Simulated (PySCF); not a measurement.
CH4AlIO2, SMILES C[O][Al]([OH])[I].

Coordinates come from a B3LYP-D3(BJ)/def2-SVP optimisation. The structure was generated by enumeration; whether it is a known compound was not checked. The def2 effective core potentials stand for the cores of I; spin–orbit coupling is left out. The values are those of a single conformer.

Two levels are set side by side: TDA-PBE/def2-SVPD (PySCF) and TDA-PBE0/def2-SVPD (PySCF). Vertical, same geometry. The lowest singlet is HOMO→LUMO 99 % with PBE and HOMO→LUMO 98 % with the other functional; states are paired by order. Differences are taken from unrounded values.

```
quantity                               TDA-PBE0
-------------------------------------  --------
lowest singlet excitation (eV)             5.51
lowest triplet excitation (TDA) (eV)       5.20
first bright state (f over 0.05) (eV)      6.66
its oscillator strength                    0.09
```

Problem. What does TDA-PBE give, and how far is it from TDA-PBE0? (An estimate is asked for; the answer gives what the named calculation found.)

Solution. 
```csv
quantity,TDA-PBE,TDA-PBE minus TDA-PBE0
lowest singlet excitation (eV),4.88,-0.63
lowest triplet excitation (TDA) (eV),4.64,-0.56
first bright state (f over 0.05) (eV),6.07,-0.59
its oscillator strength,0.06,-0.03
```

A lower first singlet is the usual sign of a functional without exact exchange. Differences between two approximate levels are no errors against the true value.

Rough cost on one machine, each run with all the roots and properties that it gave: TDA-PBE0 against TDA-PBE about 2 times.
